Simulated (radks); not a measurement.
The numbers below are computed, except where a source is named.
Species: Mo IV. Configuration: [Kr] 4d1.5 5p1.5 (fractional occupations, a model configuration). Code: a radial shooting solver on a logarithmic mesh with Libxc functionals. Model: Dirac Kohn-Sham, PBE, spin-unpolarised, spherical densities, finite nucleus; open shells are shared between the two j in proportion to 2j + 1; Fermi nuclear charge, rms radius 4.4091 fm. Some entries of the table are withheld. Estimate them.

orbital  occ.  eigenvalue (hartree)  <r^2> (bohr^2)  <1/r> (bohr^-1)
1s1/2       2             -729.6388        0.001669            43.55
2s1/2       2             -104.3837         0.02779            9.912
2p1/2       2             -96.15058         0.02099            9.888
2p3/2       4             -92.23510         0.02235            9.415
3s1/2       2             -19.05436          0.2105            3.392
3p1/2       2             -15.92253          0.2086            3.291
3p3/2       4             -15.27718          0.2189            3.177
3d3/2       4              -9.74458          0.2050            2.989
3d5/2       6              -9.62228          0.2084            2.959
4s1/2       2              -3.84142             (1)            1.260
4p1/2       2              -2.92746           1.566              (2)
4p3/2       4              -2.82859           1.635              (3)
4d3/2     0.6              -1.45330           2.680           0.8673
4d5/2     0.9              -1.44127           2.716           0.8607
5p1/2     0.5              -0.88187           9.650           0.4430
5p3/2       1              -0.86520           9.975           0.4347

Answer. 
(1) 4s1/2 <r^2> (bohr^2): 1.330
(2) 4p1/2 <1/r> (bohr^-1): 1.151
(3) 4p3/2 <1/r> (bohr^-1): 1.120
